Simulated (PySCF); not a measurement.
**UHF on Ti(2+) (titanium, charge +2)**

Configuration: [Ar] 3d2, high-spin 3F determinant. Computed with PySCF 2.14 in cc-pVDZ-DK (6s5p3d1f, 43 functions), with scalar relativity by spin-free X2C-1e.

```json
{
  "Total energy": "-852.064114 hartree",
  "One-electron energy": "-1155.9271 hartree",
  "Hartree (Coulomb) energy": "345.0043 hartree",
  "Exchange energy": "-41.1414 hartree",
  "⟨S²⟩": "2.0023",
  "⟨L²⟩": "12.033",
  "Sum of ⟨r⟩": "13.85 bohr",
  "Sum of ⟨r²⟩": "16.44 bohr²",
  "Langevin diamagnetic susceptibility": "-13.0 ×10⁻⁶ cm³/mol",
  "Time after the integrals": "0.21 s of wall time on 1 thread of Neoverse-V1 (shared host)"
}
```

| shell | electrons | mean orbital energy (hartree) | rms radius, mean of both spins (bohr) |
| --- | --- | --- | --- |
| 1s α | 1 | -184.99624 | 0.0804 |
| 1s β | 1 | -184.99601 | 0.0804 |
| 2s α | 1 | -22.25280 | 0.350 |
| 2s β | 1 | -22.21753 | 0.350 |
| 2p α | 3 | -18.42491 | 0.320 |
| 2p β | 3 | -18.38863 | 0.320 |
| 3s α | 1 | -3.54793 | 1.08 |
| 3s β | 1 | -3.41615 | 1.08 |
| 3p α | 3 | -2.46201 | 1.18 |
| 3p β | 3 | -2.29914 | 1.18 |
| 3d α | 2 | -1.02522 | 1.56 |

Densities and radii are taken from the X2C orbitals without a picture-change correction, which distorts them close to the nucleus.
